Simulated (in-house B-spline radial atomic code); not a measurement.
The numbers below are computed, except where a source is named.
**C6 from the polarisability at imaginary frequency: Si⁴⁺**

wB97X linear response of the closed shell [He] 2s2 2p6, from an all-electron radial atomic-structure program (B-spline basis); scalar-relativistic (spin-free one-electron X2C), finite nucleus, no spin-orbit coupling.

The dispersion coefficient of two like species is C6 = (3/π) ∫ α(iu)² du from 0 to ∞.

```csv
u (hartree),α(iu) (bohr³)
0,0.1683
0.335,0.1676
0.783,0.1648
1.34,0.1586
2.24,0.1442
3.35,0.1237
5.03,0.09528
7.83,0.06211
11.2,0.03959
16.8,0.0217
28,0.009236
55.9,0.002645
```

Question: Fit one oscillator, α(iu) = α(0)/(1 + u²/ω²), through u = 3.35 and estimate C6.

Answer: From α(0)/α(iu) − 1 = 0.1683/0.1237 − 1 = 0.3605, ω = u/√0.3605 = 5.5791 hartree (151.8 eV). London's formula gives C6 = (3/4) α(0)² ω = 0.75 × 0.1683² × 5.5791 = 0.1185 hartree·bohr⁶, and the oscillator holds f = α(0) ω² = 5.24 electrons, of a sum of oscillator strengths of 10.0.

Question: How does that compare with the full integral?

Answer: The program's quadrature over all excitations gives C6 = 0.1251, so the single oscillator is off by -5.2 %. At the last point the fit gives α = 0.00166 against 0.00264: higher excitations, and deeper shells where there are any, keep the true curve higher at large u.
